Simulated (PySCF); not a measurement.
Potential energy of SbTe⁺ along the bond

Set-up: basis Sb def2-TZVPPD with ECP28, Te def2-TZVPPD with ECP28; scalar-relativistic core potentials; PySCF 2.14. Energies in eV from Sb⁺ + Te in their ground configurations at the same level. State: ¹Σ⁺ (singlet), closed shell.

All columns are PBE0. A positive dipole points towards Te; it is taken about the centre of mass and depends on that origin.

```
R (Å)  E (eV)  μ (D)  Mulliken charge on Sb (basis-dependent)  HOMO (eV)  LUMO (eV)  Mayer bond order  ⟨S²⟩
2.108  -2.470  -0.86                                     0.69     -13.97      -8.70              2.56  0.00
2.206  -3.572  -1.10                                     0.69     -14.02      -8.86              2.57  0.00
2.304  -4.169  -1.34                                     0.69     -13.72      -9.01              2.59  0.00
2.377  -4.377  -1.51                                     0.69     -13.50      -9.12              2.61  0.00
2.451  -4.431  -1.68                                     0.68     -13.30      -9.23              2.63  0.00
2.525  -4.369  -1.85                                     0.68     -13.12      -9.33              2.65  0.00
2.623  -4.156  -2.06                                     0.67     -12.90      -9.45              2.67  0.00
2.745  -3.753  -2.30                                     0.67     -12.65      -9.59              2.69  0.00
2.892  -3.159  -2.57                                     0.67     -12.40      -9.73              2.71  0.00
3.088  -2.306  -2.88                                     0.68     -12.12      -9.88              2.74  0.00
```

A fit through these points gives, at Re = 2.445 Å, μ = -1.67 D and dμ/dR = -2.29 D/Å; the reduced mass is 62.62 u.

Task: How strong is the fundamental in the double-harmonic approximation, I = 42.26·(dμ/dR)²/μred km/mol?

Result: I = 42.26·(-2.29)²/62.62 = 3.54 km/mol at PBE0.

Spin–orbit coupling is left out, which matters for elements this heavy, above all for dissociation energies. For an ion De counts to the pair picked by the measured ionisation energies or electron affinities, which need not be the lowest pair at this level.
